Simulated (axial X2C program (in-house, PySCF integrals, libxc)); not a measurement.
**Low determinants of InAs at the PBE0 level, spin-free**

All values were computed with an axial X2C code built on PySCF integrals. Spin-free means the one-electron spin-free X2C Hamiltonian. Basis: In dyall-cv3z [11s12p9d4f1g], As dyall-cv3z [9s9p6d4f1g] (cores contracted in-house); Gaussian nuclei, density fitting, unrestricted open shells. Masses: In 114.904 u, As 74.922 u.

Search at 2.743 Å (vertical energies from the lowest determinant):

```
ΔE (eV)           state  electrons beyond evenly filled partner blocks  electrons in σ, π, δ, φ
   0.00  M_S = 1, Λ = 0                                       π+α, π-α               36 34 12 0
   0.42  M_S = 1, Λ = 1                              σα, π+α, π+β, π-α               35 35 12 0
   0.65  M_S = 0, Λ = 1                              σβ, π+α, π+β, π-α               35 35 12 0
   0.86  M_S = 0, Λ = 2                                       π+α, π+β               36 34 12 0
   0.86  M_S = 0, Λ = 0                                       π+β, π-α               36 34 12 0
   1.79  M_S = 2, Λ = 1                               σα, 2 × π+α, π-α               35 35 12 0
   2.45  M_S = 1, Λ = 1                               σβ, 2 × π+α, π-α               35 35 12 0
```

Lowest determinant, M_S = 1, Λ = 0 (beyond evenly filled blocks: π+α, π-α): Re = 2.739 Å, ωe = 179.2 cm⁻¹.

The determinant in row 2 of the search, M_S = 1, Λ = 1 (beyond evenly filled blocks: σα, π+α, π+β, π-α), was followed along the bond at PBE0; measured from the minimum of the lowest determinant it gives:

Te = 0.282 eV (2273 cm⁻¹), Re = 2.519 Å, ωe = 213.1 cm⁻¹.

(1) Compare the bond of the determinant in row 2 with that of the lowest one.

The search compares states at one distance, so a state with another bond length can lie lower; it is not exhaustive and yields mostly the lowest determinant of each block pattern, so other components and higher states of one pattern are missing. These are energies of single determinants, not of spin-adapted states; PBE0 term energies can be off by some tenths of an eV, and the functional has no current term. The lowest determinant need not be the ground state where others lie within half an eV. Row 2 is spin-contaminated (⟨S²⟩ = 2.02 against 2.00), so its values are not those of a pure state.

Answers

(1) At PBE0 its Re is 0.220 Å shorter and its force constant, which goes as ωe², is 1.41 times that of the lowest determinant. This determinant mixes spin states, so it has no term energy of its own.
